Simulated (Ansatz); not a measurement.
Ansatz results at the PBE0-D4/def2-TZVP geometry: HOMO–LUMO gap (PBE/def2-TZVPP) 6.37 eV; size of the dipole moment (ωB97M-V/def2-TZVPP) 0.76 D; HOMO–LUMO gap (PBE0/def2-TZVPP) 8.72 eV.

Each molecule was computed in one conformer, which needn't be the lowest.

(1) Which molecule gave them?
A. `O[SiH2][CH2][GeH3]`
B. `O[SiH2]S[SiH](O)O`
C. `O[SiH](O)C[SiH](Cl)Cl`
D. `F[SiH](F)[CH2][GeH3]`

## Answers

(1) A. The others give `O[SiH2]S[SiH](O)O`: 5.62, 1.71, 7.73; `F[SiH](F)[CH2][GeH3]`: 7.28, 2.01, 9.50; `O[SiH](O)C[SiH](Cl)Cl`: 6.55, 1.54, 8.82.
